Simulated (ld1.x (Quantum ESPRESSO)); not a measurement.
Before and after: PAW potential for gallium

* Element: Ga (Z = 31)
* Generator: ld1.x (Quantum ESPRESSO) 7.5
* Type: PAW
* Functional: LDA (PZ)
* Relativity: scalar-relativistic
* Frozen core: [Ar]
* Valence charge: 13
* Reference configuration: 3d10 4s2 4p0.75 (charge +0.25)
* Partial waves: 4s (bound): rcut 1.30, rcutus 1.60 bohr; 4s channel at 2.4 Ry: rcut 1.30, rcutus 1.60 bohr; 4p (bound): rcut 2.10, rcutus 2.70 bohr; 4p channel at 0.4 Ry: rcut 2.10, rcutus 2.70 bohr; 3d (bound): rcut 1.10, rcutus 1.40 bohr; 3d channel at 2.2 Ry: rcut 1.10, rcutus 1.40 bohr
* Local potential: all-electron potential smoothed inside 2.70 bohr (lloc = -2)
* Core correction: a·sin(br)/r model core, default radius (ld1.x builds one for every PAW set, though the input has nlcc=.false.)
* Augmentation charge: PSQ, radius 0.80 bohr

Change: waves 3d (bound): rcut 1.10, rcutus 1.94 bohr; 3d channel at 2.2 Ry: rcut 1.10, rcutus 1.94 bohr.

Cutoffs: the cutoffs (Ry, on a coarse ladder) from which the occupation-weighted sum of valence levels, in a spherical-Bessel basis at the reference potential, stays within 10 and 1 mRy of its value at 400 Ry; they do not see the model core or the augmentation charge, which bear on the density cutoff. Errors are all-electron minus pseudo energies relative to the spin-unpolarised reference configuration.

Q: Predict the effect on cutoff, ghosts and configuration errors.

A: The potential gets softer (60 Ry and 100 Ry → 30 Ry and 45 Ry); the number of tests with a reliable result goes from 9 to 4 (the test run of the changed file stopped, so its transferability is not established); of the 4 tests that both files solve, the error grows in 2 and shrinks in 0 by more than 15 % and 0.3 meV (median size 0.5 → 0.7 meV); the range in which the d phases agree narrows (upper end 4.2 → -0.1); neither file shows a bound ghost. A larger radius leaves more room for a smooth pseudo-wave, so fewer plane waves are needed.

| quantity | base | changed |
| --- | --- | --- |
| cutoff, loose | 60 Ry | 30 Ry |
| cutoff, tight | 100 Ry | 45 Ry |
| loose cutoff by channel (10 mRy a level) | s 12 Ry, p 6 Ry, d 45 Ry | s 12 Ry, p 6 Ry, d 21 Ry |
| bound ghosts | none | none |
| tests with a reliable result | 9 of 9 | 4 of 9 (the test run stopped) |
| error for 3d10 4s2 4p1, meV [ΔE -0.87 eV] | +0.1 | 0.0 |
| error for 3d10 4s2 4p0, meV [ΔE 5.02 eV] | -0.9 | -1.4 |
| error for 3d10 4s1 4p0, meV [ΔE 26.52 eV] | -9.3 | -17 |
| error for 3d10 4s2 4p1.3, meV [ΔE -1.44 eV] | +0.1 | 0.0 |
| s: phases at 2.96 bohr within 0.05 rad from the reference energy up to (Ry; the scan ends near 5) | to the end of the scan | to the end of the scan |
| p: phases at 2.96 bohr within 0.05 rad from the reference energy up to (Ry; the scan ends near 5) | to the end of the scan | to the end of the scan |
| d: phases at 2.96 bohr within 0.05 rad from the reference energy up to (Ry; the scan ends near 5) | 4.2 | -0.1 |
| lowest overlap eigenvalue by channel | s 0.27, p 0.78, d 0.97 | s 0.27, p 0.78, d 0.93 |
